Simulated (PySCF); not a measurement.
An excited-state job on `Bc1cc(OC)cs1`.

Computed with TDDFT PBE0/def2-SVPD, vertical, gas phase, core orbitals frozen in the response (PySCF 2.14.0, density-fitted response routines). Geometry: GFN2-xTB. The input is one job of a driver script: a line of settings, then coordinates in Å.

Command:
```bash
OMP_NUM_THREADS=1 python probes_run.py task.json out
```

Input:
```
{"job": {"kind": "uv", "xc": "PBE0", "basis": "def2-SVPD", "nstates": 8, "ntriplets": 3}, "charge": 0, "multiplicity": 1}
B      3.329021     0.029579     0.325953
C      1.832827    -0.196290     0.177047
C      0.832384     0.732246    -0.001949
C     -0.464681     0.184422    -0.104440
O     -1.537299     0.996923    -0.282459
C     -2.796997     0.377423    -0.374158
C     -0.455051    -1.183528    -0.002601
S      1.127998    -1.796666     0.217372
H      4.045819    -0.881662     0.472063
H      3.743152     1.121904     0.291818
H      1.015458     1.789641    -0.059098
H     -3.517303     1.181748    -0.511973
H     -2.843780    -0.305214    -1.229131
H     -3.037145    -0.174639     0.540579
H     -1.278818    -1.867897    -0.043119
```

Output:
```
coarse grid: 13568 points
cycle   1  E = -692.0261033761  dE =  1.250e+00  |g| = 4.789e-01  |ddm| = 7.778e+00
cycle   2  E = -691.9609945708  dE =  6.511e-02  |g| = 7.284e-01  |ddm| = 1.913e+00
cycle   3  E = -692.0750704481  dE = -1.141e-01  |g| = 1.252e-01  |ddm| = 1.346e+00
cycle   4  E = -692.0784789520  dE = -3.409e-03  |g| = 5.226e-02  |ddm| = 3.234e-01
cycle   5  E = -692.0791305067  dE = -6.516e-04  |g| = 1.332e-02  |ddm| = 1.326e-01
cycle   6  E = -692.0791738619  dE = -4.336e-05  |g| = 6.035e-03  |ddm| = 3.936e-02
cycle   7  E = -692.0791834808  dE = -9.619e-06  |g| = 1.260e-03  |ddm| = 1.348e-02
final grid: 127808 points
cycle   8  E = -692.1651620661  dE = -3.699e-05  |g| = 1.227e-02  |ddm| = 1.771e-01
cycle   9  E = -692.1651151980  dE =  4.687e-05  |g| = 1.900e-02  |ddm| = 4.851e-02
cycle  10  E = -692.1651954742  dE = -8.028e-05  |g| = 1.478e-03  |ddm| = 3.444e-02
cycle  11  E = -692.1651960055  dE = -5.313e-07  |g| = 3.630e-04  |ddm| = 4.229e-03
cycle  12  E = -692.1651960324  dE = -2.694e-08  |g| = 1.613e-04  |ddm| = 9.423e-04
cycle  13  E = -692.1651960387  dE = -6.326e-09  |g| = 5.566e-05  |ddm| = 4.734e-04
cycle  14  E = -692.1651960397  dE = -9.215e-10  |g| = 1.324e-05  |ddm| = 1.941e-04
converged SCF energy = -692.1651960397

Static polarisability (au): isotropic 99.257, principal 61.773 98.391 137.607

Singlet excitations
state   eV       nm        f      main configurations
  1   3.9281    315.6   0.07308   H->L 0.97
  2   4.8689    254.6   0.22109   H-1->L 0.94
  3   5.5284    224.3   0.00042   H-2->L 0.96
  4   5.7421    215.9   0.00112   H->L+1 0.85, H->L+3 0.10
  5   6.1069    203.0   0.00246   H-5->L 0.70, H-4->L 0.27
  6   6.2939    197.0   0.00023   H->L+3 0.81, H->L+1 0.12
  7   6.3906    194.0   0.26338   H->L+2 0.84
  8   6.4625    191.9   0.00102   H-4->L 0.57, H-5->L 0.26, H-6->L 0.08

Triplet excitations (Tamm-Dancoff, eV): 2.8812 3.2502 5.0255
```

The SCF starts on a coarse grid where the log names one; the energy can jump when the final grid takes over, and dE then counts from the start density on the new grid. H and L stand for HOMO and LUMO; the number after each pair is its weight.

Question: Which computed singlet has the largest oscillator strength, and what do all of them sum to?

Answer: State 7 at 6.39 eV (194 nm), f = 0.263; the 8 states sum to 0.563.

Question: How does the lowest singlet excitation compare with the HOMO–LUMO gap?

Answer: HOMO -6.71 eV and LUMO -2.08 eV give a gap of 4.63 eV; S1 at 3.93 eV lies 0.70 eV below it.

In short: HOMO -6.71 eV, LUMO -2.08 eV; lowest singlet 3.93 eV; lowest triplet 2.88 eV (Tamm–Dancoff); mean polarisability 99.3 au.

Question: How long does this job take on one thread of an Arm Neoverse V2, shared host?

Answer: About 50 s (density and orbital grids were written too).

One conformer stands for the species.
Labels such as C1 count atoms from 1, the log's own numbers from 0.
